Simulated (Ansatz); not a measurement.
The cluster B₆Pt⁺. The state is a doublet with charge 1. Geometry r2SCAN-D4/def2-SVP.

```xyz
7

Pt   -0.5853   -1.9817   -1.8752
B     0.7996    0.3689   -0.2444
B     0.7182   -0.6923   -1.4482
B     0.7635    1.3636    0.9797
B    -0.6900   -0.7678   -0.3282
B    -0.3832    1.4353    2.0519
B    -0.6228    0.2740    0.8644
```

In the def2 sets Pt takes a core potential; there is no spin–orbit coupling. The structure comes from a short search, and lower isomers may exist.

Question: Estimate the α-spin orbital energies around the gap (eV) in Ansatz with PBE-D4/def2-TZVP, r2SCAN-D4/def2-TZVP, B97M-V/def2-TZVP, PBE0-D4/def2-TZVP, ωB97X-V/def2-TZVP.

Answer: 
```tsv
orbital	PBE-D4/def2-TZVP	r2SCAN-D4/def2-TZVP	B97M-V/def2-TZVP	PBE0-D4/def2-TZVP	ωB97X-V/def2-TZVP
HOMO−9	-15.10	-15.41	-15.35	-16.43	-18.76
HOMO−8	-14.66	-14.99	-14.96	-16.04	-18.42
HOMO−7	-14.35	-14.55	-14.33	-15.54	-17.90
HOMO−6	-13.59	-13.87	-13.71	-14.88	-17.25
HOMO−5	-12.68	-12.90	-12.76	-14.05	-16.45
HOMO−4	-12.34	-12.44	-12.28	-13.27	-15.58
HOMO−3	-12.07	-12.30	-12.25	-13.09	-15.31
HOMO−2	-11.93	-12.15	-11.98	-13.08	-14.91
HOMO−1	-11.65	-11.86	-11.68	-12.72	-14.90
HOMO	-10.52	-10.79	-10.51	-11.50	-13.40
LUMO	-9.88	-9.74	-9.56	-9.07	-7.01
LUMO+1	-9.34	-9.30	-9.15	-8.63	-6.64
LUMO+2	-8.06	-7.73	-7.80	-7.14	-5.14
LUMO+3	-7.92	-7.62	-7.46	-6.89	-4.63
LUMO+4	-7.48	-7.20	-7.17	-6.57	-4.50
LUMO+5	-6.83	-6.50	-6.38	-5.77	-3.46
β HOMO	-11.41	-11.55	-11.45	-12.30	-14.27
β LUMO	-9.67	-9.50	-9.30	-8.85	-6.85
```
